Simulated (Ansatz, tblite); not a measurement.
Cost and result up the ladder for Ge23H32, a nanocrystal cut from cubic germanium (55 atoms). Total charge 0; singlet. Geometry: PBE-D4/def2-SVP.

```xyz
55

Ge   -3.190   -2.954    2.230
Ge    0.699   -3.508   -3.240
Ge    0.095    0.864   -4.064
Ge   -3.769    1.048    1.747
Ge   -2.117    2.835   -1.411
Ge   -1.555   -1.065   -0.883
Ge    0.836   -2.390    2.023
Ge    2.407   -0.471   -1.052
Ge    0.220    1.588    1.588
Ge    1.785    3.474   -1.678
Ge    4.285    1.907    1.708
Ge   -1.278   -3.316   -1.816
Ge   -3.485   -1.116    0.636
Ge   -1.091   -2.787    3.476
Ge   -1.842    0.689   -2.572
Ge    2.704   -2.660   -2.123
Ge    2.107    1.286   -2.732
Ge   -4.090    2.773    0.040
Ge   -1.767    1.631    3.028
Ge   -0.093    3.330   -0.111
Ge    0.453   -0.564    0.435
Ge    4.417   -0.091    0.304
Ge    2.200    1.952    2.985
H    -4.382   -2.978    3.233
H    -3.206   -4.301    1.447
H     0.919   -5.003   -3.624
H     0.456   -2.716   -4.555
H    -0.129    2.065   -5.034
H     0.256   -0.422   -4.926
H    -5.012    0.992    2.692
H    -2.288    3.956   -2.488
H     1.134   -3.681    1.204
H     2.099   -2.081    2.881
H     1.431    4.516   -2.784
H     3.082    3.956   -0.964
H     4.373    3.178    0.820
H     5.494    1.933    2.690
H    -2.560   -3.735   -2.595
H    -1.126   -4.293   -0.611
H    -4.768   -1.398   -0.211
H    -0.871   -4.105    4.279
H    -1.191   -1.624    4.504
H    -3.129    0.389   -3.405
H     3.878   -2.573   -3.144
H     3.124   -3.674   -1.017
H     3.361    1.324   -3.662
H    -5.360    2.463   -0.806
H    -4.287    4.164    0.712
H    -1.923    3.073    3.601
H    -1.575    0.663    4.232
H    -0.287    4.701    0.613
H     4.596   -1.333    1.227
H     5.666   -0.015   -0.624
H     2.233    0.806    4.040
H     2.060    3.298    3.757
```

Ansatz on 11 threads of AMD EPYC 7R13 on a shared host and a whole NVIDIA H100 80GB HBM3; xTB runs through tblite on one thread. Times are rough, summed over both states, and most runs start from the orbitals of an earlier one. PBE0-D4/def2-SVP serves as the yardstick here, not as an exact answer. The other state is a doublet.

The xTB rows come from tblite. Single mean-field runs in def2-SVP are fitted with def2-universal-jkfit. HOMO above LUMO, or a gap near zero within one spin, warns that the state may not be the lowest or that an electron is smeared out.

Raw xTB energies of ions are shifted by several eV.

```
                         level  functions  wall time  vertical IE (eV)  difference from PBE0-D4/def2-SVP (eV)                                     remarks
                      GFN1-xTB        271      1.4 s             12.86                                   5.06                                           –
                      GFN2-xTB        239      1.7 s             11.20                                   3.41                                           –
               PBE-D4/def2-SVP        896       18 s              7.34                                  -0.46  gap within one spin near zero (+1 doublet)
           r2SCANh-D4/def2-SVP        896       53 s              7.67                                  -0.12                                           –
PBE0-D4/def2-SVP (with forces)        896       55 s              7.80                                   0.00                                           –
```
